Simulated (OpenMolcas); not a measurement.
**A ladder of methods for CHClGaNO (SMILES O=C=[N][GaH][Cl])**

The species is CHClGaNO (6 atoms), meant as a singlet with charge 0. SMILES: `O=C=[N][GaH][Cl]`. The coordinates come from a PBE0-D4/def2-TZVP relaxation. This is one conformer, not always the lowest.

Quantity: the vertical ionisation energy (to the doublet cation), in eV. The values are calculated.

```tsv
level	kind	program	value (eV)
HF/6-31G* (spherical functions)	Hartree–Fock	OpenMolcas	10.05
BLYP/6-31G* (spherical functions)	GGA	OpenMolcas	10.25
revPBE/6-31G* (spherical functions)	GGA	OpenMolcas	10.39
r2SCAN/6-31G* (spherical functions)	meta-GGA	OpenMolcas	10.69
B3LYP/6-31G* (spherical functions)	global hybrid	OpenMolcas	10.78
M06-2X/6-31G* (spherical functions)	hybrid meta-GGA	OpenMolcas	11.27
PBE0/6-31G* (spherical functions)	global hybrid	OpenMolcas	10.88
B3LYP/6-31G* (Cartesian functions)	global hybrid	OpenMolcas	10.78
```

All-electron rows without a relativistic Hamiltonian named are non-relativistic. The values span 10.05 to 11.27 eV. Spin contamination of the reference (⟨S²⟩ at least 0.1 too high) touches HF/6-31G*.
